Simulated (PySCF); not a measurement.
AlCl₃, SMILES [Cl][Al+]([Cl])[Cl] (connectivity only; charge and spin as stated), charge +1, multiplicity 2.

Geometry: PBE0-D3(BJ)/def2-SVP.

Two levels are set side by side: PBE/def2-TZVPD (PySCF) and M06-2X/def2-TZVPD (PySCF). Same geometry, gas phase. Differences are taken from unrounded values.

| quantity | M06-2X | PBE | PBE minus M06-2X |
|---|---|---|---|
| α-spin orbital gap (eV) | 9.69 | 5.51 | -4.18 |
| β-spin orbital gap (eV) | 4.86 | 0.68 | -4.19 |
| mean polarisability (bohr³) | 67.0 | 71.1 | 4.1 |

PBE's more diffuse valence density responds more strongly to a field. Differences between two approximate levels are no errors against the true value.

Rough cost on one machine, each run with all the roots and properties that it gave: M06-2X against PBE about 3 times.
